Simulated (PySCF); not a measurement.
# How methods differ on the excitation energy of Ge

Ge [Ar] 3d10 4s2 4p2 (3P) → Ge [Ar] 3d10 4s1 4p3 (5S), as a difference of total energies. Computed with PySCF 2.14 in def2-TZVPPD (7s5p5d1f, 54 functions), with the non-relativistic Hamiltonian (point nucleus). Correlated levels: valence: [Ar] 3d10 frozen. The calculations carry no spin-orbit coupling.

```tsv
method	excitation energy (cm⁻¹)	difference from reference (cm⁻¹)
UHF	25713	-15244
MP2 (valence)	32711	-8247
SCS-MP2 (valence)	35932	-5026
CCSD (valence)	34594	-6364
CCSD(T) (valence)	34919	-6039
```

Reference: 40958 cm⁻¹ (measured; NIST levels, between the centres of gravity of the two terms).

These non-relativistic numbers lack the scalar-relativistic shift.

Errors of the correlated levels include the incompleteness of this basis and the frozen core.
